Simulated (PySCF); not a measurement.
Input of a run (PBE0-D3(BJ)/def2-SVP geometry optimisation, gas phase, def2 core potentials past Kr (PySCF 2.14.0)), started from GFN2-xTB:
```
{"job": {"xc": "PBE0", "basis": "def2-SVP", "d3": "d3bj", "grid": 1, "maxiter": 40, "kind": "geom"}, "charge": -3, "multiplicity": 2}
W     -0.003060    -0.001380     0.317550
N     -0.018180    -0.010780     2.088020
F      0.020830     0.010610    -2.240340
F      2.261260     0.006720    -0.019390
F     -2.260740    -0.004440    -0.062590
F     -0.007040     2.259870    -0.030290
F      0.006930    -2.260590    -0.052960
```

Output (energies in Eh, forces in Eh/bohr):
```
step   0  E = -619.89470109  max force = 0.071539
step   1  E = -619.93653428  max force = 0.072412
step   2  E = -619.94964604  max force = 0.021668
step   3  E = -619.95529256  max force = 0.005436
step   4  E = -619.95342273  max force = 0.021083
step   5  E = -619.95608930  max force = 0.007428
step   6  E = -619.95650283  max force = 0.001271
step   7  E = -619.95652428  max force = 0.000424
step   8  E = -619.95652431  max force = 0.000231
optimisation converged
```

**Question.** Summarise the run.

**Answer.** The energy falls by 38.8 kcal/mol over 9 energy and gradient evaluations, the largest force component goes from 0.0715 to 2.3e-04 Eh/bohr, and the atoms move by 0.205 Å rms after alignment. The bond that changes most is W1–F3 (ends: tungsten bonded to 5 F and N; fluorine bonded to W), which shortens by 0.347 Å. Bonds longer at the end by more than 0.005 Å: 0 of 6; shorter: 6. The energy rose by more than 1e-6 Eh at step 4. The first step brought 68 % of the lowering.

**Question.** What are the final bond lengths?

**Answer.** W1–N2 1.731 Å, W1–F3 2.211 Å, W1–F4 2.058 Å, W1–F5 2.058 Å, W1–F6 2.058 Å, W1–F7 2.058 Å. Numbering counts from 1 in the input's order; the species is `[N]#[W-3]([F])([F])([F])([F])[F]` ([WNF5]3-) [radical].

The run used 116 basis functions and 87 SCF cycles in all. Hardware: one thread of an x86-64 server, shared host. Cost: 77 s wall.

PBE0-D3(BJ)/def2-SVP frequencies: not computed here. ⟨S²⟩ = 0.761 (exact for a doublet: 0.75). Whether so highly charged an anion holds all its electrons in the gas phase wasn't checked; a finite basis holds them in any case. The ion is multiply charged and computed without counter-ions or solvent. The geometry's basis has no diffuse functions, a weakness for an anion.

For an open-shell metal species like this, the optimisation's SCF solution wasn't tested for stability and no frequencies at its level were run, so a lower state or another shape may exist.
